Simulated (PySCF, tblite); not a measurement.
C2H12FPSi3.
SMILES with atom numbers: `[F:1][CH2:2][Si@@H:3]([PH2:4])[SiH2:5][CH2:6][SiH3:7]` (hydrogens: H8, H9 on C2; H10 on Si3; H11, H12 on P4; H13, H14 on Si5; H15, H16 on C6; H17, H18, H19 on Si7)

Geometry (GFN2-xTB, Å), atoms numbered from 1 in this order:
```xyz
19
C2H12FPSi3 angstrom
F     -1.1816    1.4290   -1.8435
C     -1.8045    1.7611   -0.6531
Si    -1.7404    0.2460    0.5468
P     -3.6843   -0.8333    0.2125
Si     0.2552   -0.9121    0.1495
C      1.7288    0.2730    0.3466
Si     3.4400   -0.4631   -0.0397
H     -2.8214    2.0670   -0.9103
H     -1.2680    2.6281   -0.2621
H     -1.9239    0.8657    1.8762
H     -3.3257   -1.9382    0.9639
H     -3.2952   -1.4371   -0.9703
H      0.2746   -1.5084   -1.1937
H      0.3911   -2.0238    1.1059
H      1.7352    0.6611    1.3661
H      1.5706    1.1356   -0.3014
H      3.5047   -0.8477   -1.4493
H      4.4710    0.5413    0.2395
H      3.6642   -1.6348    0.8089
```

The calculation used PBE0/pcSseg-1 in PySCF (dipole) on a GFN2-xTB geometry, gas phase.

Masses are those of the commonest isotopes; rigid-rotor values at the optimised geometry. The values belong to one conformer with, in the numbering `[F:1][CH2:2][Si@@H:3]([PH2:4])[SiH2:5][CH2:6][SiH3:7]`, F1–C2–Si3–P4 -94°, C2–Si3–P4–H 171° and 78°, C2–Si3–Si5–C6 56°, Si3–Si5–C6–Si7 -177°.

(1) What are A, B and C (MHz)?

(2) Classify the top.

(3) Is it planar, by Δ = Ic − Ia − Ib?

(4) Give the other two planar moments, Paa and Pbb, and the rms extents of the mass along the axes.

(5) Predict some low-J microwave lines.

(6) Estimate the classical rotational partition function at 100 K, 200 K and 500 K.

Results:

(1) Ia = 251.27, Ib = 1041.02, Ic = 1193.03 u·Å²; 505379 MHz·u·Å²/I gives A = 2011, B = 485.5, C = 423.6 MHz.

(2) A near-prolate asymmetric top. Ray's parameter κ = (2B − A − C)/(A − C) = -0.922; −1 is the prolate and +1 the oblate limit.

(3) Not planar: Δ = Ic − Ia − Ib = -99.26 u·Å². For a rigid frame Δ = −2 Σ m c², so Σ m c² = 49.63 u·Å² lies off the ab plane: 17.46 from hydrogen and 32.17 from heavier atoms. The atom farthest from that plane is 2.10 Å away.

(4) Paa = Σ m a² = (Ib + Ic − Ia)/2 = 991.39 and Pbb = Σ m b² = (Ia + Ic − Ib)/2 = 201.64 u·Å². With the mass M = 170.00 u, the rms extents √(P/M) along a, b and c are 2.41, 1.09, 0.54 Å.

(5) The dipole components are |μa| = 0.47 D, |μb| = 0.31 D, |μc| = 1.29 D. The squared components, which scale the intensities, stand as 0.13 : 0.06 : 1.00 (a : b : c). Some lines, for components of 0.1 D or more:

| type | branch | J(Ka,Kc) | MHz | lower level (cm⁻¹) |
| --- | --- | --- | --- | --- |
| a | R | 1(0,1) ← 0(0,0) | 909 | 0.000 |
| c | Q | 2(1,2) ← 2(0,2) | 1466 | 0.091 |
| c | Q | 1(1,1) ← 1(0,1) | 1526 | 0.030 |
| b | Q | 1(1,0) ← 1(0,1) | 1588 | 0.030 |
| b | Q | 2(1,1) ← 2(0,2) | 1651 | 0.091 |
| a | R | 2(1,2) ← 1(1,1) | 1756 | 0.081 |
| a | R | 2(0,2) ← 1(0,1) | 1816 | 0.030 |
| a | R | 2(1,1) ← 1(1,0) | 1880 | 0.083 |
| b | R | 1(1,1) ← 0(0,0) | 2435 | 0.000 |
| c | R | 1(1,0) ← 0(0,0) | 2497 | 0.000 |
| b | R | 2(1,2) ← 1(0,1) | 3282 | 0.030 |
| c | R | 2(1,1) ← 1(0,1) | 3468 | 0.030 |
| c | Q | 2(2,1) ← 2(1,1) | 4578 | 0.146 |
| b | Q | 2(2,0) ← 2(1,1) | 4579 | 0.146 |
| b | Q | 2(2,1) ← 2(1,2) | 4763 | 0.140 |
| b | R | 2(2,1) ← 1(1,0) | 6458 | 0.083 |
| c | R | 2(2,0) ← 1(1,0) | 6459 | 0.083 |
| c | R | 2(2,1) ← 1(1,1) | 6519 | 0.081 |
| b | R | 2(2,0) ← 1(1,1) | 6521 | 0.081 |

(6) Point group C1, symmetry number σ = 1; q = (√π/σ)·√((kT/h)³/(ABC)), k/h = 20836.6 MHz/K: 262000 at 100 K, 741000 at 200 K, 2930000 at 500 K.

Its lowest GFN2-xTB frequency is 9 cm⁻¹, too small to tell a flat minimum from a shallow saddle. No vibrational averaging or centrifugal distortion is included, and the geometry carries the error of its method. A rigid rotor knows nothing of internal rotation, which can split or shift real lines.
